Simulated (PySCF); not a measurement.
TeF⁻ from Hartree–Fock to correlated methods

State: ¹Σ⁺ (singlet), closed shell. Set-up: Te aug-cc-pVDZ-PP with ECP28, F aug-cc-pVDZ; scalar-relativistic core potentials (PySCF 2.14). De refers to Te + F⁻ in their high-spin ground configurations, without counterpoise correction. A positive dipole points towards F; it is taken about the centre of mass and depends on that origin.

```tsv
Level	Re (Å)	ωe (cm⁻¹)	De (eV)	μ (D)
RHF	1.998	539	n/a	-1.82
RHF-MP2	2.030	512	2.21	n/a
RHF-SCS-MP2	2.034	507	2.22	n/a
RHF-CCSD	2.027	513	n/a	n/a
RHF-CCSD(T)	2.035	502	2.29	n/a
PBE	2.060	474	2.57	-1.62
PW91	2.058	476	2.60	-1.64
r²SCAN	2.035	498	2.51	-1.52
PBE0	2.026	509	2.50	-1.63
BHandHLYP	2.015	521	n/a	-1.81
M06-2X	2.024	518	n/a	-1.84
```

The bond length runs from 1.998 Å (RHF) to 2.060 Å (PBE). De spans 2.21 eV (RHF-MP2, perturbation theory) to 2.60 eV (PW91, GGA).

Correlated steps freeze 5 core orbitals. Correlated levels converge slowly with the basis: in double zeta they bind strong bonds too weakly, by up to about 1 eV, and carry superposition errors of some tenths. These are scalar-relativistic numbers at best; spin–orbit coupling would shift them, the dissociation energy most. For an ion De counts to the pair picked by the measured ionisation energies or electron affinities, which need not be the lowest pair at this level. Where the molecule has an RHF reference, its open-shell atoms are computed with UHF. The highest Kohn–Sham level is positive in this anion. Much of that is self-interaction error, but it also means that the finite basis helps to hold the extra electron.
